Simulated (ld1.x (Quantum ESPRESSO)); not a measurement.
V: RRKJ pseudisation with LDA (PZ), scalar-relativistic reference atom.

| Item | Value |
| --- | --- |
| Element | vanadium (V) |
| Generator | ld1.x (Quantum ESPRESSO) 7.5 |
| Type | norm-conserving RRKJ (Kleinman–Bylander form) |
| Functional | LDA (PZ) |
| Relativity | scalar-relativistic |
| Frozen core | [Ar] |
| Valence charge | 5 |
| Reference configuration | 3d3 4s1.75 4p0.25 |
| Partial waves | 4p (bound): rc 3.36 bohr; 3d (bound): rc 1.20 bohr; 4s (bound): rc 2.14 bohr |
| Local potential | the s channel |
| Core correction | a·sin(br)/r model core inside 0.75 bohr |
| rho0 | 0.001 |

- Cutoffs needed: 100 Ry and 120 Ry (the cutoffs (Ry, on a coarse ladder) from which the occupation-weighted sum of valence levels, in a spherical-Bessel basis at the reference potential, stays within 10 and 1 mRy of its value at 400 Ry)
- Ghost test: no extra level below or beside the all-electron valence levels (p, d, s, f tested) (spherical-Bessel basis up to 400 Ry, 20 bohr box)
- Largest excitation error: -363 meV (all-electron minus pseudo) for 3d4 4s0 4p0, out of 7 test configurations
